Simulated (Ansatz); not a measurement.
Complex (SMILES): F (HF) with C[SiH3] (CH3-SiH3), atoms 1 to 2 the first; geometry from B3LYP-D3(BJ)/def2-TZVP, monomers rigid:
```xyz
10

F     -0.8072     1.2098    -1.0332
H     -0.8337     1.4847    -0.1466
C     -0.8969     2.1476     1.9988
Si    -0.9462     2.6964     3.7994
H     -1.4172     2.8789     1.3758
H      0.1409     2.0657     1.6668
H     -1.3852     1.1755     1.8964
H     -0.2415     1.7083     4.6485
H     -0.2858     4.0143     3.9445
H     -2.3510     2.8086     4.2554
```

Interaction energy at CCSD(T) with Ansatz (a first-principles code), kcal/mol, without and with the counterpoise correction (monomers among the partner's ghost functions). Cartesian d functions, on some or all atoms, in 6-31+G*; all else is spherical. Cores are frozen. No added dispersion term, no relativity. Reference, counterpoise-corrected: Hartree-Fock in aug-cc-pV(Q+d)Z plus the correlation part extrapolated as X^-3 from aug-cc-pV(T+d)Z and aug-cc-pV(Q+d)Z, -2.11.

```csv
basis,functions,uncorrected,counterpoise,counterpoise correction,mean of both
6-31+G*,75,-1.69,-0.69,0.99,-1.19
aug-pcseg-1,136,-2.84,-1.16,1.68,-2.00
cc-pV(T+d)Z,197,-2.40,-1.42,0.98,-1.91
def2-TZVPP,202,-2.04,-1.54,0.50,-1.79
def2-TZVPPD,244,-2.22,-1.81,0.41,-2.01
aug-pcseg-2,303,-2.62,-1.80,0.83,-2.21
cc-pV(Q+d)Z,384,-2.28,-1.84,0.44,-2.06
def2-QZVPPD,436,-2.12,-1.97,0.15,-2.04
```

The corrected value lies nearer the reference in 1 of 8 rows.
